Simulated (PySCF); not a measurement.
Isomers of C5H10BN, from PBE0-D3(BJ)/def2-SVP geometry optimisation, gas phase in PySCF. One conformer each, no zero-point energy, no frequencies.

Question: Which is lower in electronic energy at this level?
A. `[CH3:1][C:2]#[C:3][B:4]([NH2:5])[CH2:6][CH3:7]` with C3–B4–C6–C7 54°: A = 3615, B = 1396, C = 1057 MHz, dipole 1.38 D
B. `CC#CBN(C)C`: A = 8029, B = 1073, C = 963.8 MHz, dipole 1.65 D

Answer: A. That is `CC#CB(N)CC`, 18.4 kcal/mol below the other.

| SMILES | mapped SMILES | E (Eh) | relative (kcal/mol) | relative (kJ/mol) | dipole (D) |
| --- | --- | --- | --- | --- | --- |
| CC#CB(N)CC | [CH3:1][C:2]#[C:3][B:4]([NH2:5])[CH2:6][CH3:7] | -275.63701 | 0.0 | 0.0 | 1.38 |
| CC#CBN(C)C | [CH3:1][C:2]#[C:3][BH:4][N:5]([CH3:6])[CH3:7] | -275.60773 | 18.4 | 76.9 | 1.65 |

As drawn, the lower has an N–H bond, which the higher lacks.
